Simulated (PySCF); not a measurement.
LDA on Ar⁺ (argon, charge +1), [Ne] 3s1 3p5 3d1, one real determinant (an excited configuration). Computed with PySCF 2.14 in aug-cc-pwCVTZ, with no relativity, point nucleus.

```
cycle= 1 E= -524.221094223686  delta_E= -0.0257  |g|= 0.0548  |ddm|= 1.39
cycle= 2 E= -524.217531811071  delta_E= 0.00356  |g|= 0.0852  |ddm|= 0.795
cycle= 3 E= -524.222182740503  delta_E= -0.00465  |g|= 0.0152  |ddm|= 0.693
cycle= 4 E= -524.222335292824  delta_E= -0.000153  |g|= 0.00192  |ddm|= 0.127
cycle= 5 E= -524.222338694425  delta_E= -3.4e-06  |g|= 0.00168  |ddm|= 0.0412
cycle= 6 E= -524.222340957114  delta_E= -2.26e-06  |g|= 0.000195  |ddm|= 0.0117
cycle= 7 E= -524.222340988895  delta_E= -3.18e-08  |g|= 7.61e-06  |ddm|= 0.00157
cycle= 8 E= -524.222340988926  delta_E= -3.06e-11  |g|= 6.47e-07  |ddm|= 1.95e-05
converged SCF energy = -524.222340988926  <S^2> = 3.7518096  2S+1 = 4.0009047
```

Highest occupied orbital energy: -7.666 eV; ⟨L²⟩ = 5.77; populations by l: s 5.37, p 11.00, d 0.63, f 0.00.

Q: Can this result be used?

A: Not for this state. The run converged. ⟨L²⟩ = 5.77 against 12 for a pure F term, so this real determinant mixes terms. The outer electron is Rydberg-like, and this basis confines it to a smaller radius and binds it less than a complete one would. The s, p, d and f populations moved away from the nominal configuration during the SCF.
